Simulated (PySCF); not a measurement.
## NMR problem set

- structure optimised with GFN2-xTB
- σ from GIAO-PBE0/pcSseg-1
- J couplings at B3LYP/pcJ-1 (spin–dipole term left out of most H,H and C,H couplings)
- run in PySCF 2.14.0 with density-fitted response routines
- a single conformation, no relativistic terms, no solvent, equivalent nuclei averaged

Scale: ¹H, ¹³C vs TMS (reference shieldings calculated alike). Multiplet labels drop J under 1 Hz and among equivalent protons, and merge close values. Unscaled 3J(H,H) run several per cent high. Splittings of carbon signals by F and P are missing where no couplings were computed. Where no couplings were computed, multiplicities follow the n + 1 count of equivalent neighbours, and m marks all less simple cases (inequivalent or close neighbours, rings, F or P nearby). Acid and N–H amide carbonyl carbons lie up to 10 ppm further downfield in solution (hydrogen bonding). Shifts are as computed. Against solution values, carbons near 30 ppm lie about +3 ppm off and those near 130 ppm about +5 ppm. Of 1211 compounds with measured shifts, 218 miss one by over three times the rms of a fit or turn the order of signals round; such compounds aren't used in these exercises. OH and NH positions are gas-phase values without hydrogen bonding to other molecules.

**Question.** C$_{7}$H$_{13}$O$_{2}$P. ¹H NMR (400 MHz, computed): δ 2.37 (br s, 1H), 2.14 (s, 3H), 1.21 (m, 9H). ¹³C{¹H} NMR (computed): δ 105.6 (C), 80.1 (C), 38.2 (C), 23.6 (CH3), 5.2 (CH3). Give a structure.

**Answer.** SMILES CC#C[P@@](=O)(O)C(C)(C)C. 5 carbon signals for 7 carbons: some carbons are equivalent by symmetry or fast rotation. Carbon types of the structure: 3 × C, 4 × CH3, leaving 1 H on heteroatoms. δC 105.6, 80.1: alkyne carbon. δC 23.6: methyl carbon; aliphatic region, no heteroatom directly attached. δC 5.2: propargylic methyl carbon; saturated and bonded to C and H only. δH 2.37: hydrogen on an oxygen bonded to P; exchangeable; this is the value without hydrogen bonding to other molecules.

This is the structure that produced the data.

**Question.** C$_{4}$H$_{6}$O$_{2}$. ¹H NMR (400 MHz, computed): δ 6.08 (br s, 1H), 1.65 (tt, J = 9.0, 5.2 Hz, 1H), 1.02 (m, 2H), 0.90 (m, 2H). ¹³C{¹H} NMR (computed): δ 180.6, 13.6, 11.8. Identify the compound.

**Answer.** `O=C(O)C1CC1`. The formula gives 2 degrees of unsaturation (1 ring in the answer). 3 carbon signals for 4 carbons: some carbons are equivalent by symmetry or fast rotation. Carbon types of the structure: 1 × C, 1 × CH, 2 × CH2, leaving 1 H on heteroatoms. δC 180.6: carboxylic acid carbon; it is a carbonyl in resonance with an O or N lone pair, the region of acids, esters and amides. δC 13.6, 11.8: three-membered-ring carbon; carbons of three-membered rings are unusually shielded. δH 6.08: hydrogen on an acid hydroxyl oxygen; labile proton, position sensitive to the medium. δH 1.65, 1.02, 0.90: hydrogen on a three-membered-ring carbon.

The shifts were computed for this structure.
